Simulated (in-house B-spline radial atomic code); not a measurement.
**Re IX (Re8+): [Kr] (4d3/2)4 (4d5/2)5 4f14 5s2 (5p1/2)1 (5p3/2)4 (9g9/2)1 (an excited or competing configuration)**

Computed with a radial B-spline atomic code at the basis-set limit: Dirac-Hartree-Fock, average of the jj configuration, Fermi nucleus of rms radius 5.3698 fm.

Effective charges: Z_r = [3n² - l(l+1)]/(2<r>) from the radius, Z_e = n√(-2ε) from the energy, and Slater's rules. Values are occupation-weighted means over j. An effective charge above Z reflects the relativistic contraction of the inner shells.

| shell | electrons | ε (eV) | <r> (bohr) | Z_r | Z_e | Slater |
| --- | --- | --- | --- | --- | --- | --- |
| 1s | 2 | -72299 | 0.01804 | 83.16 | 72.90 | 74.70 |
| 2s | 2 | -12805 | 0.07553 | 79.44 | 61.36 | 70.85 |
| 2p | 6 | -11271 | 0.06789 | 73.65 | 57.56 | 70.85 |
| 3s | 2 | -3145.3 | 0.1964 | 68.74 | 45.61 | 63.75 |
| 3p | 6 | -2679.1 | 0.1966 | 63.59 | 42.10 | 63.75 |
| 3d | 10 | -2111.5 | 0.1793 | 58.55 | 37.37 | 53.85 |
| 4s | 2 | -807.42 | 0.4394 | 54.62 | 30.81 | 47.25 |
| 4p | 6 | -649.22 | 0.4652 | 49.45 | 27.63 | 47.25 |
| 4d | 9 | -441.4 | 0.4954 | 42.39 | 22.78 | 36.20 |
| 5s | 2 | -234.48 | 0.99 | 37.88 | 20.76 | 18.55 |
| 4f | 14 | -208.25 | 0.5479 | 32.85 | 15.65 | 25.45 |
| 5p | 5 | -185.65 | 1.105 | 33.02 | 18.47 | 18.55 |
| 9g | 1 | -13.848 | 12.11 | 9.21 | 9.08 | - |

The least bound orbital is 9g9/2 at -13.85 eV, and it is also the most diffuse (<r> = 12.11 bohr). The part-filled 4d shell lies below the filled 4f shell in orbital energy.

For the 1s electron the small component carries 8.02 % of the norm, the zero-frequency Breit interaction raises the level by 254.4 eV, self-energy by 159.7 eV, and vacuum polarisation lowers it by 30.66 eV.
